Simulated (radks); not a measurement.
Task: Successive ionisation energies (eV) of one element, from differences of total energies of ions in their ground configurations, starting at charge 22: 985.90, 1036.9, 2548.9, 2679.7, 2809.2, 2989.8, 3129.6, 3267.9, 3497.1, 3633.5, 15348.5, 15936.2. All-electron calculation, scalar-relativistic Kohn-Sham, exchange-only LDA, spin-polarised, spherical densities, point nucleus; open shells are filled with parallel spins first. Program: a radial shooting solver on a logarithmic mesh with Libxc functionals. Which element is it?

Result: Selenium (Z = 34). The first species listed is Se22+ in [Ne] 3s2, the last Se33+ in 1s1.
